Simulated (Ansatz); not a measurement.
One change: `C[S][Ge][SH]` becomes `C[S][Ge][OH]`.

Ansatz, PBE0-D4/def2-TZVP geometries, multiplicity 1. Each molecule was computed in one conformer, which needn't be the lowest.

Scalar relativity is left out up to krypton.

```tsv
property	`C[S][Ge][SH]`
HOMO energy (ωB97M-V/def2-TZVPP) / eV	-9.12
size of the dipole moment (PBE/def2-TZVPP) / D	2.16
LUMO energy (ωB97M-V/def2-TZVPP) / eV	-0.28
LUMO energy (PBE/def2-TZVPP) / eV	-2.83
LUMO energy (B3LYP/def2-TZVPP) / eV	-2.32
HOMO–LUMO gap (ωB97M-V/def2-TZVPP) / eV	8.84
```

**Question.** What does the change do to each property? (An estimate is asked.)

**Answer.** Computed: 
```csv
property,`C[S][Ge][OH]`,shift
HOMO energy (ωB97M-V/def2-TZVPP) / eV,-9.13,-0.01
size of the dipole moment (PBE/def2-TZVPP) / D,1.73,-0.43
LUMO energy (ωB97M-V/def2-TZVPP) / eV,0.10,0.38
LUMO energy (PBE/def2-TZVPP) / eV,-2.53,0.30
LUMO energy (B3LYP/def2-TZVPP) / eV,-2.02,0.30
HOMO–LUMO gap (ωB97M-V/def2-TZVPP) / eV,9.23,0.39
```

Dipoles are sizes alone; their direction can turn.

B3LYP here is the variant with VWN-RPA as its local correlation; programs differ in this.
